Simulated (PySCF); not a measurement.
**Radial density of Be⁺ (beryllium, charge +1)**

MN15, [He] 2s1, 2S determinant. Computed with PySCF 2.14 in jorge-DZP-DKH (4s2p1d, 15 functions), with the spin-free X2C one-electron Hamiltonian (Gaussian nucleus).

```
r (bohr)  4πr²ρ (e/bohr)  4πr²(ρα − ρβ)
 0.00580         0.01402         0.0003
 0.00976         0.03886         0.0009
  0.0164          0.1046         0.0025
  0.0276          0.2686         0.0065
  0.0464          0.6543         0.0157
  0.0781           1.439         0.0338
   0.131           2.690         0.0604
   0.221           3.820         0.0760
   0.372           3.493         0.0438
   0.625           1.583         0.0044
    1.05          0.4202         0.1868
    1.77          0.4743         0.4680
    2.97          0.2592         0.2591
    5.00         0.01638         0.0164
    8.42       7.587e-05         0.0001
```

Densities and radii are taken from the X2C orbitals without a picture-change correction, which distorts them close to the nucleus.
